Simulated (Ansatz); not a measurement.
`[CH3][Al]([GaH2])[Br]` + H₂ → `[CH3][AlH][Br]` + `[GaH3]`  (hydrogenolysis of the Al–Ga bond)

Calculated with Ansatz (gas phase, PBE0-D4/def2-TZVP geometries, no zero-point term in ΔE). CCSD(T)/CBS adds triple-zeta CCSD(T) − MP2 to the extrapolated MP2 energy (def2 sets, frozen cores). This one scheme is used for every species. For Br, Ga outer-core shells are correlated without core-valence functions, which leaves a few kJ/mol of doubt a bond. Scalar relativity is left out up to krypton.

`[CH3][Al]([GaH2])[Br]`:

Cartesian coordinates in Å:
```
C -1.094 -0.658 1.305
Al 0.172 0.432 0.306
Ga 1.107 0.221 -2.014
Br 0.992 2.258 1.410
H -1.953 -0.052 1.614
H -1.466 -1.512 0.734
H -0.627 -1.035 2.221
H 2.444 -0.560 -2.314
H 0.424 0.906 -3.261
```

H₂:

```xyz
2

H     0.296    0.065   -0.217
H    -0.296   -0.065    0.217
```

`[CH3][AlH][Br]`:

```xyz
7

C     0.806   -0.380   -0.336
Al   -0.923    0.285    0.235
Br   -1.025    1.898    1.822
H     0.876   -1.459   -0.163
H     1.635    0.104    0.184
H     0.939   -0.227   -1.412
H    -2.309   -0.219   -0.330
```

`[GaH3]`:

Z-matrix (Å, degrees):
```
Ga
H 1 1.568
H 1 1.568 2 120.0
H 1 1.568 2 120.0 3 -179.9
```

| species | CCSD(T)/CBS(def2) energy (Eh) |
| --- | --- |
| `[CH3][Al]([GaH2])[Br]` | -4780.39773 |
| H₂ | -1.17544 |
| `[CH3][AlH][Br]` | -2855.86254 |
| `[GaH3]` | -1925.70545 |

(1) Work out ΔE.

Largest T1 diagnostic among the species: 0.013.

Results:

(1) ΔE = (-2855.86254) + (-1925.70545) − (-4780.39773) − (-1.17544) = 0.00518 Eh = +13.6 kJ/mol.

The D4 term adds +7.8 kJ/mol with B3LYP and +4.5 kJ/mol with PBE0; it sums over pairs of atoms, weighted by their polarisabilities, and B3LYP, whose exchange is more repulsive, gets the larger term. From r2SCAN to r2SCAN0 (25 % exact exchange), in def2-TZVPP and without D4, ΔE moves by −3.9 kJ/mol. At CCSD(T), def2-SVP lies −18.2 kJ/mol from the extrapolated value and def2-TZVPP −4.3 kJ/mol.

B3LYP here is the variant with VWN-RPA as its local correlation; programs differ in this.
